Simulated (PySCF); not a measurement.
SMILES CN[SiH](C)C (C3H11NSi), GFN2-xTB optimised geometry.

```
16

Si    -0.26    -0.67     0.00
C      1.64    -0.67     0.00
C     -0.96     1.10     0.00
N     -0.72    -1.42     1.49
C     -2.09    -1.53     1.94
H     -0.74    -1.36    -1.22
H      2.02    -0.16    -0.88
H      2.03    -1.68    -0.02
H      2.04    -0.17     0.87
H     -0.54     1.68    -0.81
H     -2.04     1.10    -0.12
H     -0.73     1.61     0.93
H     -0.17    -2.20     1.80
H     -2.61    -2.39     1.51
H     -2.11    -1.62     3.03
H     -2.62    -0.63     1.66
```

Density from B3LYP/def2-TZVP run with PySCF at that geometry.

Minimum of the electron density along straight lines between bonded atoms, close to the bond critical point (lines longer than 1.1 times the sum of covalent radii, or with two minima, are not listed):

```tsv
bond	length / Å	ρ at the minimum / e bohr⁻³	∇²ρ there / e bohr⁻⁵	position (fraction from the first atom)
Si1–C2	1.896	0.119	0.14	0.39
Si1–C3	1.900	0.118	0.14	0.39
Si1–N4	1.724	0.133	0.55	0.40
N4–C5	1.444	0.273	-0.72	0.59
Si1–H6	1.482	0.122	?	0.49
C2–H7	1.084	0.276	-0.93	0.63
C2–H8	1.085	0.276	-0.92	0.63
C2–H9	1.085	0.277	-0.93	0.64
C3–H10	1.085	0.276	-0.92	0.64
C3–H11	1.086	0.276	-0.92	0.63
C3–H12	1.086	0.276	-0.93	0.64
N4–H13	1.009	?	?	0.73
C5–H14	1.096	0.280	-0.97	0.64
C5–H15	1.092	0.283	-0.99	0.64
C5–H16	1.087	0.286	-1.01	0.64
```

Some entries are withheld; supply them.


- Si1–H6, ∇²ρ there / e bohr⁻⁵: 0.15
- N4–H13, ρ at the minimum / e bohr⁻³: 0.339
- N4–H13, ∇²ρ there / e bohr⁻⁵: -1.59
